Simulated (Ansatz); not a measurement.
BH₂I⁺. Total charge 1; doublet. Geometry PBE-D4/def2-TZVP, that of the neutral singlet; atoms count from 1.

```xyz
4

B     0.234    0.074   -0.054
H     0.575    0.036   -1.198
H     0.922    0.435    0.853
I    -1.731   -0.545    0.399
```

In the def2 sets I takes a core potential; there is no spin–orbit coupling.

Question: Estimate the Mulliken populations from the PBE0/def2-TZVP orbitals of Ansatz.

Answer: 
```
atom  charge (e)  spin (α − β)
  B1       -0.06         -0.06
  H2        0.16          0.05
  H3        0.16          0.05
  I4        0.75          0.95
```
Mulliken values and Mayer orders depend strongly on the basis.

Question: Where does the spin sit?

Answer: Summed by element: B -0.06, H 0.11, I 0.95, of 1 unpaired in all. Largest on single atoms: I4 0.95, B1 -0.06, H2 0.05.

Question: And the Mayer bond orders between bonded heavy atoms (over 0.3)?

Answer: B1–I4 1.28 (2.11 Å).
